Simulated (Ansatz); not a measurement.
`C[N]=[Mo](=[O])([F])[Cl]`, 9 atoms. Charge 0, multiplicity 1. Correlated methods include outer-core shells of Mo, which these sets cover unevenly. Mo takes the def2 core potential. All runs use 8 threads of an Arm Neoverse V1 on a shared host. Correlated methods freeze the cores.

Q: Give the basis size and wall time and peak host memory of each of these runs in Ansatz. RHF-CCSD(T)/def2-SVP energy; RKS B3LYP-D4/def2-TZVPP energy and forces; RHF-CCSD(T)/def2-TZVPP energy; RHF-MP2/def2-QZVPP energy; RKS HSE06 (plane-wave form)-D4/def2-TZVPP energy; RKS PBE0-D4/def2-TZVP relaxation (8 steps); RKS ωB97M-V/def2-SVP energy; RKS PBE0-D4/def2-TZVPP energy; direct RPA on PBE orbitals/def2-TZVPP energy; RKS PBE0-D4/def2-TZVP frequencies; RKS ωB97M-V/def2-QZVPP energy; RKS PBE0-D4/def2-SVP energy. (Estimate.)

A: The calculation gave: Other jobs shared the machine, so times are rough.

| level | job | functions | wall time | peak host memory (GiB) |
| --- | --- | --- | --- | --- |
| RKS PBE0-D4/def2-SVP | energy | 120 | 1.1 s | 0.46 |
| RKS PBE0-D4/def2-TZVPP | energy | 264 | 2.5 s | 0.72 |
| RKS HSE06 (plane-wave form)-D4/def2-TZVPP | energy | 264 | 2.5 s | 0.78 |
| RKS B3LYP-D4/def2-TZVPP | energy and forces | 264 | 3.4 s | 0.77 |
| RKS ωB97M-V/def2-SVP | energy | 120 | 4.2 s | 0.46 |
| direct RPA on PBE orbitals/def2-TZVPP | energy | 264 | 5.5 s | 0.67 |
| RHF-CCSD(T)/def2-SVP | energy | 120 | 12 s | 0.81 |
| RKS ωB97M-V/def2-QZVPP | energy | 469 | 14 s | 2.1 |
| RHF-MP2/def2-QZVPP | energy | 469 | 16 s | 2.7 |
| RKS PBE0-D4/def2-TZVP | relaxation (8 steps) | 219 | 24 s | 0.6 |
| RKS PBE0-D4/def2-TZVP | frequencies | 219 | 100 s | 0.61 |
| RHF-CCSD(T)/def2-TZVPP | energy | 264 | 4.8 min | 7.6 |

B3LYP here is the variant with VWN-RPA as its local correlation; programs differ in this.
